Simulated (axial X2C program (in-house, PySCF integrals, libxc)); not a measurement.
**ZrS⁺ along the bond: PBE0, with spin–orbit coupling**

All values were computed with an in-house all-electron X2C program for linear molecules (integrals from PySCF). Two-component (2c) means X2C with spin–orbit coupling and atomic mean-field two-electron Coulomb and Gaunt terms. Basis: Zr dyall-cv3z [11s12p9d6f3g], S dyall-av3z [9s8p3d2f] (cores contracted in-house); Gaussian nuclei, density fitting, unrestricted open shells. Masses: Zr 89.905 u, S 31.972 u.

State: Ω = 3/2 (⟨Sz⟩ = -0.50, ⟨Lz⟩ = 2.00 at PBE0). Dipoles are positive if S is the positive end and refer to the centre of mass.

```tsv
R (Å)	μ (D)	HOMO (eV)	LUMO (eV)
1.863	-4.693	-10.33	-8.32
1.948	-5.259	-10.51	-8.40
2.013	-5.640	-10.65	-8.46
2.077	-5.985	-10.79	-8.53
2.141	-6.295	-10.93	-8.59
2.216	-6.615	-11.08	-8.66
2.291	-6.882	-11.21	-8.72
2.387	-7.114	-11.35	-8.79
2.505	-7.145	-11.40	-8.79
2.676	-6.852	-11.22	-8.69
```

Question: The minimum lies at 2.139 Å. What is the dipole moment there?

Answer: At PBE0, 2c, with the sign and origin stated: μ = -6.28 D.

Occupations by symmetry block were frozen at the best pattern of an incomplete PBE0 search. Density functionals use the spin component along the axis (collinear). Other states lie close and PBE0, whose exact exchange favours high spin, may order them wrongly; the determinant shown need not be the ground state. The nearest other 2c determinant of the search, Ω = 5/2, lies 0.09 eV up at the distance of the search. Without a current term, density functionals place determinants with orbital angular momentum somewhat too high. The determinant is spin-polarised beyond a pure state at some levels (its spin-free form has ⟨S²⟩ too high), which makes Re and μ there less reliable.
